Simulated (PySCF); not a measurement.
Isomers of C6H4BrF, mass 173.948 u with the commonest isotopes. Level of theory: PBE0-D3(BJ)/def2-SVP geometry optimisation, gas phase (PySCF 2.14.0). One conformer each, none proved a minimum here; rigid rotors.

Question: Order these by radius of gyration √(Σ m r²/M), smallest first.
A. `Fc1ccccc1Br`
B. `c1cc(ccc1Br)F`
C. `Fc1cccc(Br)c1`

Answer: A (1.988 Å), C (2.183 Å), B (2.277 Å).

Question: Order these by dipole moment, largest first.
A. `Fc1ccccc1Br`
B. `Fc1cccc(Br)c1`
C. `Fc1ccc(Br)cc1`

Answer: A (2.27 D), B (1.43 D), C (0.24 D).

Question: Order these by rotational constant B, largest first.
A. `FC1=CC(Br)=CC=C1`
B. `Fc1ccccc1Br`
C. `FC1=CC=C(Br)C=C1`

Answer: B (991.7 MHz), A (747.0 MHz), C (621.6 MHz).

```json
{"SMILES": "Fc1cccc(Br)c1", "point group": "Cs", "Ia (u·Å²)": "152.29", "Ib (u·Å²)": "676.56", "Ic (u·Å²)": "828.85", "κ": "-0.90", "μa (D)": "0.56", "μb (D)": "1.31", "μc (D)": "0.00"}
{"SMILES": "Fc1ccccc1Br", "point group": "Cs", "Ia (u·Å²)": "177.80", "Ib (u·Å²)": "509.63", "Ic (u·Å²)": "687.43", "κ": "-0.76", "μa (D)": "1.98", "μb (D)": "1.13", "μc (D)": "0.00"}
{"SMILES": "Fc1ccc(Br)cc1", "point group": "C2v", "Ia (u·Å²)": "89.21", "Ib (u·Å²)": "813.03", "Ic (u·Å²)": "902.24", "κ": "-0.98", "μa (D)": "0.24", "μb (D)": "0.00", "μc (D)": "0.00"}
```
